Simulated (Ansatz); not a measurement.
The cluster Sn3O4, relaxed as a singlet with RKS r2SCAN-D4/def2-SVP in Ansatz, starting from the GFN1-xTB geometry. Force threshold 0.02 eV/Å.

In the def2 sets Sn takes a core potential; there is no spin–orbit coupling. The structure holds one bond between oxygen atoms, so isomers without such links may lie far lower. The restricted singlet is unstable towards broken spin symmetry in Hartree–Fock (as tested in another run); at r2SCAN-D4/def2-SVP this wasn't settled. The structure comes from a short search, and lower isomers may exist.

Start:

```
atom   x (Å)   y (Å)   z (Å)
 Sn1  -0.536  -2.321   0.703
 Sn2  -1.437   1.358   0.555
 Sn3   1.782   0.139  -1.008
  O4  -0.007   1.376  -1.084
  O5   1.017  -1.559  -0.294
  O6  -1.511  -0.594   0.953
  O7   0.691   1.602   0.175
```

Problem. Estimate the energy that the relaxation releases and the steps that it takes.

Solution. 2.5 kcal/mol, in 5 steps; 11 s on 4 threads of Arm Neoverse V2 on a shared host. No frequencies were taken in this run, so the end may be a saddle point.

Problem. Does the start keep its bonding and symmetry?

Solution. By distances, no bond broke or formed. The bond that changes most is O4–O7, from 1.46 to 1.54 Å (atoms count from 1). Point group C2v at the start, Cs at the end, both within 0.05 Å.

Problem. Predict the relaxed structure.

Solution. 
| atom | x (Å) | y (Å) | z (Å) |
| --- | --- | --- | --- |
| Sn1 | -0.5263 | -2.2841 | 0.6962 |
| Sn2 | -1.4672 | 1.3747 | 0.5730 |
| Sn3 | 1.8140 | 0.1298 | -1.0311 |
| O4 | -0.0337 | 1.3423 | -1.1108 |
| O5 | 1.0463 | -1.5599 | -0.3049 |
| O6 | -1.5399 | -0.5798 | 0.9556 |
| O7 | 0.7067 | 1.5771 | 0.2218 |
Bond lengths (bridged metal pairs left out): 8 × O–Sn 1.99 to 2.21 Å; 1 × O–O 1.54 Å.
